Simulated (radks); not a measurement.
Results of a calculation; reference values are marked as such.
All-electron atom: neutral palladium in [Kr] 4d10 (the NIST ground configuration). Level of theory: Dirac Kohn-Sham, PBE, spin-unpolarised, spherical densities, finite nucleus; Fermi nuclear charge, rms radius 4.5318 fm (a radial shooting solver on a logarithmic mesh with Libxc functionals). Some entries of the table are withheld. Estimate them.

orbital  occ.  eigenvalue (eV)  r(max) (bohr)
1s1/2       2        -24151.61            (1)
2s1/2       2        -3525.274         0.1169
2p1/2       2              (2)        0.09051
2p3/2       4              (3)        0.09468
3s1/2       2        -635.5610         0.3420
3p1/2       2        -534.7694         0.3285
3p3/2       4        -506.9865         0.3383
3d3/2       4              (4)         0.2807
3d5/2       6              (5)         0.2836
4s1/2       2         -85.2801         0.8517
4p1/2       2         -54.2243         0.8937
4p3/2       4         -49.7984         0.9188
4d3/2       4              (6)          1.092
4d5/2       6              (7)          1.105

Answer. 
(1) 1s1/2 r(max) (bohr): 0.02065
(2) 2p1/2 eigenvalue (eV): -3269.927
(3) 2p3/2 eigenvalue (eV): -3110.525
(4) 3d3/2 eigenvalue (eV): -328.5362
(5) 3d5/2 eigenvalue (eV): -322.9969
(6) 4d3/2 eigenvalue (eV): -4.3163
(7) 4d5/2 eigenvalue (eV): -3.8814
